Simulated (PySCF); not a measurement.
Identify the compound

The spectra below were simulated for a compound C₅H₁₀BF.

¹H NMR (500 MHz, computed): δ 1.38 (m, 4H), 1.24 (m, 2H), 0.63 (m, 4H).

¹³C{¹H} NMR (computed): δ 26.1 (CH2), 22.8 (CH2, d, J = 7.2 Hz), 16.9 (CH2, d, J = 14.8 Hz).

PySCF 2.14.0 with density-fitted response routines calculation with J couplings at B3LYP/pcJ-1 (spin–dipole term only in couplings to heteroatoms), PBE0-D3(BJ)/def2-SVP geometry and shieldings: GIAO HF/pcSseg-1; no relativistic terms, fast rotation and ring inversion assumed for equivalent nuclei, no solvent model, single conformer.

Scale: ¹H (31.69 ppm), ¹³C (190.85 ppm) against TMS (reference shieldings calculated alike).

**Question.** What is the structure?

**Answer.** 
- 3 carbon signals for 5 carbons: some carbons are equivalent by symmetry or fast rotation.
- Carbon types of the structure: 5 × CH2, which accounts for all hydrogens.
- δC 26.1, 22.8: sp3 CH2 in a ring; saturated and bonded to C and H only.
- δC 16.9: sp3 CH2 bonded to B.
- δH 1.38, 1.24: hydrogen on an sp3 CH2 in a ring.
- δH 0.63: hydrogen on an sp3 CH2 bonded to B.

These data were computed for `InChI=1S/C5H10BF/c7-6-4-2-1-3-5-6/h1-5H2`.

The data come from this structure; uniqueness wasn't tested.

A carbon bonded to boron is broadened by the quadrupolar boron nucleus and is often missing from a measured spectrum. C–F couplings over four or more bonds (about 3 Hz to the para carbon of a fluoroarene) are left out. Multiplet labels drop couplings under 1 Hz and merge nearly equal ones. Couplings among chemically equivalent protons are left out too, so labels in AA′BB′ or AA′XX′ sets are apparent multiplicities. Unscaled 3J(H,H) at this level run about 10 % above measured values. Shifts are as computed. Against solution values, carbons near 30 ppm lie about -0 ppm off and those near 130 ppm about +7 ppm. Of 1211 compounds with measured shifts, 218 miss one by over three times the rms of a fit or turn the order of signals round; such compounds aren't used in these exercises.
